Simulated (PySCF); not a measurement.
(2S)-1-bromo-2-fluoropropane (C3H6BrF), SMILES C[C@H](F)CBr.

The structure is a stationary point at B3LYP-D3(BJ)/def2-SVP. Other conformers were not sampled.

These are PBE/def2-TZVP run with PySCF values and carry that method's errors.

Gas-phase values at a fixed geometry.

```
Property                                                                                                       Result
---------------------------------------------------------------------------------------------  ----------------------
total energy                                                                                      -2791.37466 hartree
highest occupied level                                                                                       -6.85 eV
lowest empty level                                                                                           -1.34 eV
orbital gap                                                                                                   5.50 eV
dipole moment                                                                                                  0.52 D
quadrupole, principal values (traceless, Buckingham form, about the centre of nuclear charge)   -7.33, 2.84, 4.49 D·Å
mean static polarisability                                                                       58.7 bohr³ (8.70 Å³)
polarisability, principal values                                                               49.6, 55.4, 71.2 bohr³
```
